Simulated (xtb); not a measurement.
I₆In₂, SMILES [I][In-]1([I])[I+][In-]([I])([I])[I+]1. All values are semi-empirical tight-binding results from xtb (GFN2-xTB unless named), good for trends rather than for accurate numbers. Geometry: GFN2-xTB.

Optimised geometry:

Bonded distances (Å): In1–I3 2.949, In1–I4 2.949, In1–I5 2.694, In1–I6 2.695, In2–I3 2.949, In2–I4 2.949, In2–I7 2.694, In2–I8 2.695. Bond angles (°): I3–In1–I4 92.2, I3–In1–I5 108.6, I3–In1–I6 108.6, I4–In1–I5 108.6, I4–In1–I6 108.6, I5–In1–I6 125.3, I3–In2–I4 92.2, I3–In2–I7 108.6, I3–In2–I8 108.6, I4–In2–I7 108.6, I4–In2–I8 108.6, I7–In2–I8 125.3, In1–I3–In2 87.8, In1–I4–In2 87.8.
Charge 0, spin multiplicity 1.

For metal compounds this method's bond lengths and energies can be far off.

```json
{
 "point_group_as_xtb_finds_it": "D2h",
 "orbital_gap": "2.41 eV",
 "zero_point_energy": "2.5 kcal/mol",
 "G − E(el) at 298.15 K (modified RRHO)": "-30.2 kcal/mol"
}
```

Computed atomic charges and the Wiberg bond orders between heavy atoms:
charges (e) In1 0.13, In2 0.13, I3 -0.04, I4 -0.04, I5 -0.05, I6 -0.05, I7 -0.05, I8 -0.05. Bond orders In1–I3 0.55, In2–I3 0.55, In1–I4 0.55, In2–I4 0.55, In1–I5 1.03, In1–I6 1.03, In2–I7 1.03, In2–I8 1.03.
